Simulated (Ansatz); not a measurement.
FH3O3Sn (`[OH][Sn]([OH])([OH])[F]`). The species carries charge 0 and has multiplicity 1. Sn takes the def2 core potential. All single points use the PBE0-D4/def2-TZVP geometry. It is one conformer, not always the lowest.

```xyz
8

O    -0.983    0.231    1.578
Sn    0.166    0.105    0.027
O     1.529   -1.251    0.175
O    -0.828   -0.264   -1.592
F     1.012    1.813   -0.065
H    -0.784    1.007    2.110
H     1.578   -1.801   -0.613
H    -1.690    0.159   -1.620
```

Task: What is the dipole moment at ωB97M-V/def2-TZVPP? (An estimate is asked.)

Result: Computed: 1.47 D, with components (-1.42, -0.19, -0.32) D in this frame, pointing from negative to positive charge.

Task: And with PBE, r2SCAN, B3LYP? (An estimate is asked.)

Result: Ansatz gave: PBE 1.42 D, r2SCAN 1.46 D, B3LYP 1.47 D.

Task: Give the Mulliken charges with ωB97M-V, PBE, B3LYP in def2-TZVPP. (Best estimate.)

Result: Ansatz gave: 
```
atom  ωB97M-V    PBE  B3LYP
  O1    -0.51  -0.48  -0.52
 Sn2     1.45   1.29   1.46
  O3    -0.51  -0.48  -0.52
  O4    -0.51  -0.49  -0.53
  F5    -0.47  -0.43  -0.48
  H6     0.19   0.20   0.20
  H7     0.19   0.20   0.20
  H8     0.19   0.20   0.19
```

B3LYP here is the variant with VWN-RPA as its local correlation; programs differ in this.
